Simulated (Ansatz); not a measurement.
Z-matrix (Å, degrees):
```
Sn
F 1 1.8762
F 1 1.8762 2 109.47
F 1 1.8762 2 109.47 3 120.00
F 1 1.8762 2 109.47 3 -120.00
```
Charge 0, multiplicity 1.

These are frozen-core CCSD(T)/def2-TZVPP // CAM-B3LYP-D3(BJ)/def2-TZVP in Ansatz (a program for electronic structure) values and carry that method's errors.

The HF energy is -611.40366 Ha and the MP2 correlation energy is -1.31282 Ha.

Task: Estimate the CCSD correlation energy, the (T) correction, the total energy and the T1 diagnostic.

Result: 
```json
{
 "CCSD correlation energy": "-1.29857 Ha",
 "(T) correction": "-0.03861 Ha",
 "CCSD(T) total energy": "-612.74085 Ha",
 "T1 diagnostic": "0.015"
}
```
